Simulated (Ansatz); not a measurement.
A nudged elastic band was laid between two geometries of C3H5BrFN (11 atoms, charge 0, multiplicity 1).

The calculation used RHF/def2-SVP (Ansatz 0.2.0).

* movable images: 5
* climbing image: yes
* spring: 5.0 eV/Å²
* optimiser: quadratic models (default)
* start path: through a guess of the saddle point
* force threshold: 0.03 eV/Å
* iteration limit: 60
* end points: relaxed

Initial state:

```xyz
11
Properties=species:S:1:pos:R:3
N -1.540 -0.006 -0.826
C -0.446 0.789 -0.664
C 0.715 0.527 -0.055
C 1.078 -0.719 0.657
F 0.306 -1.761 0.305
Br 0.916 -0.529 2.628
H -1.609 -0.854 -0.305
H -2.403 0.436 -1.055
H -0.542 1.759 -1.137
H 1.472 1.299 -0.049
H 2.116 -0.997 0.520
```

Final state:

```xyz
11
Properties=species:S:1:pos:R:3
N -1.848 0.543 -1.086
C -0.620 0.502 -0.867
C -0.074 0.332 0.527
C 0.998 -0.732 0.583
F 0.505 -1.909 0.175
Br 1.695 -0.942 2.389
H -0.892 0.076 1.197
H -2.047 0.684 -2.064
H 0.125 0.607 -1.664
H 0.361 1.276 0.861
H 1.862 -0.494 -0.029
```

Task: Which bonds break or form, and what moves?

Result: Bonds broken: N1–H7. Bonds formed: C3–H7.

Task: What energy profile does the band end with?

Result: The run converged. The highest image is number 3 of 0 to 6, 330.3 kJ/mol above the first end and 328.4 kJ/mol above the last; the last end lies 1.9 kJ/mol above the first. Neighbouring images differ by up to 2.3 eV, so the band resolves the path poorly. A vibrational analysis at the climbing image gives one clearly imaginary mode, 2168i cm⁻¹: a first-order saddle point. The orbitals stay closed-shell, which can raise the energy where a bond breaks towards radicals; this wasn't checked here.

| image | path coordinate (Å) | energy (kJ/mol) | N1–H7 (Å) | C3–H7 (Å) |
| --- | --- | --- | --- | --- |
| 0 | 0.00 | 0.0 | 1.00 | 2.72 |
| 1 | 1.20 | 50.7 | 1.00 | 2.72 |
| 2 | 2.41 | 244.3 | 1.00 | 2.38 |
| 3 | 3.61 | 330.3 | 1.24 | 1.57 |
| 4 | 4.20 | 105.9 | 1.80 | 1.14 |
| 5 | 4.80 | 8.1 | 2.37 | 1.09 |
| 6 | 5.39 | 1.9 | 2.52 | 1.09 |

Task: What is the geometry of the highest image?

Result: 
```xyz
11
Properties=species:S:1:pos:R:3:forces:R:3
N -1.753 0.570 -0.686 -0.01 -0.01 0.02
C -0.514 0.382 -0.913 0.01 0.00 0.01
C 0.121 0.288 0.409 0.02 -0.01 -0.02
C 1.189 -0.742 0.584 -0.01 -0.01 -0.01
F 0.784 -1.917 0.059 0.00 0.01 0.00
Br 1.602 -1.005 2.480 0.00 0.00 0.01
H -1.442 0.422 0.504 -0.02 0.01 -0.01
H -2.418 0.862 -1.386 0.00 0.00 0.00
H -0.096 0.323 -1.918 0.00 0.00 0.00
H 0.437 1.276 0.746 0.00 0.00 0.00
H 2.156 -0.516 0.142 0.00 0.00 0.00
```

The band took 38 iterations and about 10 core-minutes.

Time of the run: 5.2 min on 2 threads of Intel(R) Xeon(R) 6975P-C (Granite Rapids), on a shared host, peak memory 0.35 GiB.
